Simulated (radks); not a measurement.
Values are calculated unless marked as measured or tabulated.
All-electron atom: Ta LVI in [Ar]. Level of theory: scalar-relativistic Kohn-Sham, BLYP, spin-polarised, spherical densities, finite nucleus; Fermi nuclear charge, rms radius 5.3507 fm (a radial shooting solver on a logarithmic mesh with Libxc functionals).

Unscreened Slater integrals over Kohn-Sham orbitals (hartree). They are taken over the spin-up orbitals.

integral,value
"F0(3p,3p)",4.7795
"F2(3p,3p)",2.3895
"F0(3p,3s)",4.7294
"G1(3p,3s)",3.0649
"F0(3p,2p)",6.3274
"F2(3p,2p)",1.6293
"G0(3p,2p)",0.65259
"G2(3p,2p)",0.72220
"F0(3p,2s)",6.1606
"G1(3p,2s)",0.51540
"F0(3s,3s)",4.6929
"F0(3s,2p)",6.1394
"G1(3s,2p)",0.64175
"F0(3s,2s)",6.0290
"G0(3s,2s)",0.51825
"F0(2p,2p)",13.046
"F2(2p,2p)",6.1735
"F0(2p,2s)",12.133
"G1(2p,2s)",6.9508
"F0(2s,2s)",11.560
